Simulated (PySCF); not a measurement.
**Electronic structure of Tl⁺ (thallium, charge +1) at the UHF level**

Configuration: [Xe] 4f14 5d9 6s2 7s1, 7s spin antiparallel (an excited configuration). Computed with PySCF 2.14 in x2c-TZVPPall with one added diffuse shell each of s, p, d, f type (12s8p7d4f, 99 functions), with the spin-free X2C one-electron Hamiltonian (Gaussian nucleus).

| Property | Result |
| --- | --- |
| Total energy | -20242.566110 hartree |
| One-electron energy | -27673.7103 hartree |
| Hartree (Coulomb) energy | 7811.3791 hartree |
| Exchange energy | -380.2349 hartree |
| ⟨S²⟩ | 1.0011 |
| ⟨L²⟩ | 6.016 |
| Sum of ⟨r⟩ | 48.03 bohr |
| Sum of ⟨r²⟩ | 85.32 bohr² |
| Traceless quadrupole moment −½Σ⟨3z² − r²⟩ along its main axis | 0.144 e·bohr² |
| Langevin diamagnetic susceptibility | -67.6 ×10⁻⁶ cm³/mol |

```
shell  electrons  mean orbital energy (hartree)  spread (hartree)  rms radius, mean of both spins (bohr)
 1s β          1                    -3161.14071                 0                                 0.0184
 1s α          1                    -3161.14018                 0                                 0.0184
 2s α          1                     -569.03441                 0                                 0.0742
 2s β          1                     -569.02804                 0                                 0.0742
 2p α          3                     -491.78113           0.00733                                 0.0684
 2p β          3                     -491.77411           0.00109                                 0.0684
 3s α          1                     -138.92777                 0                                  0.189
 3s β          1                     -138.92562                 0                                  0.189
 3p α          3                     -116.24111           0.01355                                  0.192
 3p β          3                     -116.23816           0.01007                                  0.192
 3d α          5                      -91.54437           0.01491                                  0.176
 3d β          5                      -91.53773           0.01756                                  0.176
 4s α          1                      -32.92080                 0                                  0.416
 4s β          1                      -32.91237                 0                                  0.416
 4p α          3                      -25.32398           0.02913                                  0.443
 4p β          3                      -25.31487           0.01830                                  0.443
 4d α          5                      -16.01041           0.03562                                  0.471
 4d β          5                      -15.99674           0.03510                                  0.471
 5s α          1                       -6.26696                 0                                  0.938
 5s β          1                       -6.20483                 0                                  0.938
 4f α          7                       -5.73901           0.03260                                  0.509
 4f β          7                       -5.73010           0.02043                                  0.509
 5p α          3                       -4.08760           0.06521                                   1.07
 5p β          3                       -3.99956           0.04089                                   1.07
 5d α          5                       -1.44640           0.07629                                   1.43
 5d β          4                       -1.40414           0.05671                                   1.43
 6s α          1                       -0.90366                 0                                   2.43
 6s β          1                       -0.89377                 0                                   2.43
 7s β          1                       -0.26267                 0                                   6.21
```

Spin-orbit coupling, absent here, splits the open shell strongly. The outer electron is Rydberg-like, and this basis confines it to a smaller radius and binds it less than a complete one would. With the s spin flipped the determinant is a mixture of two multiplicities, not a spectroscopic state.

Densities and radii are taken from the X2C orbitals without a picture-change correction, which distorts them close to the nucleus.

Spin-orbit constants ζ (cm⁻¹) from the X2C one-electron operator on these orbitals: bare nucleus, nucleus screened by l(l+1)(2l+1)/3 electrons, and screened by the Breit-Pauli mean field of the electrons.

```json
{"shell": "2p", "bare": "10210000", "screened nucleus": "9959000", "mean field": "n/a"}
{"shell": "3p", "bare": "2302000", "screened nucleus": "2245000", "mean field": "n/a"}
{"shell": "3d", "bare": "354700", "screened nucleus": "310900", "mean field": "n/a"}
{"shell": "4p", "bare": "551100", "screened nucleus": "537500", "mean field": "n/a"}
{"shell": "4d", "bare": "76550", "screened nucleus": "67100", "mean field": "n/a"}
{"shell": "4f", "bare": "15850", "screened nucleus": "10370", "mean field": "n/a"}
{"shell": "5p", "bare": "93710", "screened nucleus": "91390", "mean field": "n/a"}
{"shell": "5d", "bare": "8465", "screened nucleus": "7420", "mean field": "n/a"}
```
